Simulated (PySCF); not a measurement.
# Peak assignment

Geometry:
```
atom   x (Å)   y (Å)   z (Å)
  C1   3.451   0.529   0.479
  C2   2.166   0.417   0.152
  C3   1.412  -0.798   0.370
  N4   0.189  -1.052   0.108
  N5  -0.625  -0.190  -0.522
  C6  -2.025  -0.453  -0.364
  C7  -2.617   0.224   0.879
  F8  -2.093  -0.227   2.021
  F9  -2.404   1.553   0.857
 F10  -3.944   0.050   0.957
 H11   4.004   1.439   0.322
 H12   3.991  -0.294   0.917
 H13   1.656   1.262  -0.293
 H14   1.940  -1.624   0.826
 H15  -0.368   0.793  -0.580
 H16  -2.582  -0.085  -1.231
 H17  -2.158  -1.532  -0.259
```

Level of theory: structure optimised with GFN2-xTB, shieldings: GIAO PBE0/pcSseg-1, in PySCF 2.14.0 with density-fitted response routines (relativity neglected, single conformer, fast rotation and ring inversion assumed for equivalent nuclei, isolated molecule).

References, each an isolated molecule treated in the same way: ¹³C (σref 186.93) and ¹H (σref 31.72) against TMS.

(1) Assign these signals to the numbered atoms. ¹³C{¹H} NMR (computed): δ 137.8, 134.1, 128.8, 127.4, 58.3.

(2) Assign these signals to the numbered atoms. ¹H NMR (400 MHz, computed): δ 6.74 (m, 1H), 6.69 (m, 1H), 5.87 (br s, 1H), 5.68 (m, 1H), 5.60 (m, 1H), 3.97 (m, 2H).

Answers

(1) 
137.8 → C3, C=N carbon
134.1 → C7, CF3 carbon: 3 electronegative neighbours deshield it
128.8 → C2, alkene CH: an sp2 carbon of a C=C bond
127.4 → C1, terminal =CH2 carbon: the olefinic region
58.3 → C6, sp3 CH2 bonded to N: pulled downfield by the heteroatom

C2 and C1 lie closer than the usual error of such a calculation, so a measured spectrum could show them in the other order.

(2) 
6.74 → H14, hydrogen on a C=N carbon
6.69 → H13, hydrogen on an alkene CH: a vinylic proton, deshielded by the sp2 carbon and the C=C anisotropy
5.87 → H15, hydrogen on a nitrogen bonded to O or N: labile proton, position sensitive to the medium
5.68 → H11, hydrogen on a terminal =CH2 carbon: a vinylic proton, deshielded by the sp2 carbon and the C=C anisotropy
5.60 → H12, hydrogen on a terminal =CH2 carbon
3.97 → H16/H17, hydrogen on an sp3 CH2 bonded to N: its carbon carries N, an electronegative neighbour

H14 and H13; H11 and H12 lie closer than the usual error of such a calculation, so a measured spectrum could show them in the other order.

OH and NH positions are those of a molecule without intermolecular hydrogen bonds; in solution they move with solvent, concentration and temperature, and exchange usually removes their couplings. Splittings by ¹⁹F in the carbon and heteronuclear signals aren't shown, as no couplings were computed. Shifts are as computed. Against solution values, carbons near 30 ppm lie about +3 ppm off and those near 130 ppm about +5 ppm. Of 1211 compounds with measured shifts, 218 miss one by over three times the rms of a fit or turn the order of signals round; such compounds aren't used in these exercises. Multiplicities follow the n + 1 count of equivalent neighbours, as no J values were calculated; m marks all less simple cases, F and P coupling included.
